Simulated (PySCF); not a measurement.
The numbers are results of ωB97X-D3(BJ)/def2-TZVP // PBE0-D3(BJ)/def2-SVP (PySCF), not measurements. Gas-phase values, no solvent. One relaxed conformer stands for a flexible species; it need not be the lowest. Delta-SCF ions had no search for a lower state. Excitations are Tamm–Dancoff values on a coarser integration grid. The basis has no diffuse functions, so Rydberg states are missing or too high.

Reference species (SMILES): `Bc1c(C#C)ccc2ccsc12` (neutral, multiplicity 1).

| Item | Result |
|---|---|
| HOMO | -8.54 eV |
| vertical electron affinity (Delta-SCF) | 0.85 eV |
| S1–T1 gap (TDA) | 1.28 eV |
| LUMO | -0.48 eV |

Changed species: `C#Cc1c(B)cc2sccc2c1`.

Question: Predict the effect on the HOMO, vertical electron affinity (Delta-SCF), S1–T1 gap (TDA) and LUMO.

Answer: the HOMO falls by 0.07 eV, to -8.61 eV; the vertical electron affinity (Delta-SCF) decreases by 0.15 eV, to 0.70 eV; the S1–T1 gap (TDA) drops by 0.25 eV, to 1.03 eV; the LUMO increases by 0.12 eV, to -0.36 eV.
